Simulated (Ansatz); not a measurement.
C4H13BSi (`BC[Si](C)(C)C`) at its PBE0-D4/def2-TZVP geometry, where that method's forces vanish. The species carries charge 0 and has multiplicity 1.

```
atom    x (Å)    y (Å)    z (Å)
  B1   0.1309  -0.4459  -2.3941
  C2  -0.7313   0.3695  -1.4363
 Si3  -0.0570   0.0921   0.3300
  C4   1.7160   0.6842   0.4359
  C5  -0.1582  -1.7239   0.7742
  C6  -1.1278   1.0896   1.4994
  H7  -0.1324  -1.5907  -2.6387
  H8   1.1346   0.0134  -2.8646
  H9  -1.7764   0.0506  -1.3682
 H10  -0.6719   1.4547  -1.5689
 H11   2.3731   0.0969  -0.2104
 H12   2.0911   0.6024   1.4598
 H13   1.8012   1.7309   0.1317
 H14  -1.1785  -2.1008   0.6642
 H15   0.4891  -2.3290   0.1344
 H16   0.1479  -1.8863   1.8114
 H17  -1.0931   2.1547   1.2563
 H18  -0.7860   0.9696   2.5314
 H19  -2.1713   0.7678   1.4522
```

Task: For each bond, give half the difference of the two atoms' forces along it (eV/Å; positive pushes the atoms apart) under PBE-D4, r2SCAN-D4, B3LYP-D4, ωB97M-V in def2-TZVPP. (Best estimate.)

Result: Computed: 
```tsv
bond	length (Å)	PBE-D4	r2SCAN-D4	B3LYP-D4	ωB97M-V
B1–C2	1.525	-0.09	0.01	0.09	0.13
B1–H8	1.200	0.07	-0.03	-0.11	-0.12
C2–Si3	1.911	0.10	0.04	0.04	-0.02
C2–H9	1.095	0.12	-0.01	-0.05	-0.06
C2–H10	1.095	0.12	-0.01	-0.05	-0.05
Si3–C4	1.872	-0.04	-0.01	0.05	0.02
C4–H11	1.093	0.11	-0.01	-0.05	-0.04
C4–H12	1.094	0.11	0.00	-0.04	-0.04
C4–H13	1.093	0.11	0.00	-0.04	-0.04
C5–H14	1.093	0.11	0.00	-0.04	-0.04
C5–H15	1.093	0.11	-0.01	-0.05	-0.04
C5–H16	1.094	0.11	0.00	-0.04	-0.04
C6–H17	1.093	0.10	-0.01	-0.04	-0.03
C6–H18	1.094	0.12	-0.01	-0.05	-0.04
```

B3LYP here is the variant with VWN-RPA as its local correlation; programs differ in this.
